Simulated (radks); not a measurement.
Results of a calculation; reference values are marked as such.
Isoelectronic series with 4 electrons, each ion in its NIST ground configuration. Level of theory: non-relativistic Kohn-Sham, r2SCAN, spin-polarised, spherical densities, point nucleus; meta-GGA in the generalised Kohn-Sham scheme (a radial shooting solver on a logarithmic mesh with Libxc functionals). Total energies (hartree) and screening constants sigma, defined by e = -(Z - sigma)^2 / (2 n^2) hartree:

ion    configuration  E (hartree)     2s     1s
Mg8+        [He] 2s2   -162.02929  2.456  1.229
Al9+        [He] 2s2   -191.70349  2.451  1.230
Si10+       [He] 2s2   -223.87772  2.446  1.231
P11+        [He] 2s2   -258.55196  2.443  1.232
S12+        [He] 2s2   -295.72621  2.440  1.233
Cl13+       [He] 2s2   -335.40046  2.437  1.233
Ar14+       [He] 2s2   -377.57472  2.434  1.234
K15+        [He] 2s2   -422.24897  2.432  1.234
Ca16+       [He] 2s2   -469.42322  2.431  1.235
Sc17+       [He] 2s2   -519.09747  2.429  1.235
